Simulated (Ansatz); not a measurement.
## Ligand exchange: C2H8OSi + C3H9NSi → C2H10OSi2 + C3H7N

Species: C2H8OSi `CO[SiH2]C`, singlet; C3H9NSi `C=CN(C)[SiH3]`, singlet; C2H10OSi2 `CO[SiH](C)[SiH3]`, singlet; C3H7N (N-methylethenamine) `C=CNC`, singlet. The partners trade H for SiH3: Si–H and N–SiH3 bonds give way to Si–SiH3 and N–H.

Shapes, held fixed at every level: PBE0-D4/def2-TZVP. Flexible molecules stand in one conformer, not always the lowest. Programs: Ansatz 0.2.0. Electronic energies: no zero-point or thermal term.

```csv
level,kind,ΔE (kJ/mol),less CCSD(T)/CBS estimate
HF/def2-TZVPP,Hartree–Fock,+65.5,+4.5
PBE-D4/def2-TZVPP,GGA,+37.5,-23.5
r2SCAN-D4/def2-TZVPP,meta-GGA,+51.0,-10.0
wB97M-V/def2-TZVPP,range-separated hybrid,+61.4,+0.4
B2PLYP/def2-TZVPP,double hybrid,+59.7,-1.3
MP2/def2-TZVPP,perturbation theory,+71.9,+10.9
CCSD/def2-TZVPP,coupled cluster or CI,+61.4,+0.4
CCSD(T)/CBS estimate,coupled cluster or CI,+61.0,0.0
```

The highest level, CCSD(T)/CBS estimate, gives ΔE = +61.0 kJ/mol; the levels span +37.5 to +71.9. The column of differences is taken from that level and isn't an error. No measured value is set beside it here. The CBS estimate extrapolates MP2 from def2-TZVPP and def2-QZVPP and adds CCSD(T) − MP2 in the triple-zeta set, cores frozen.
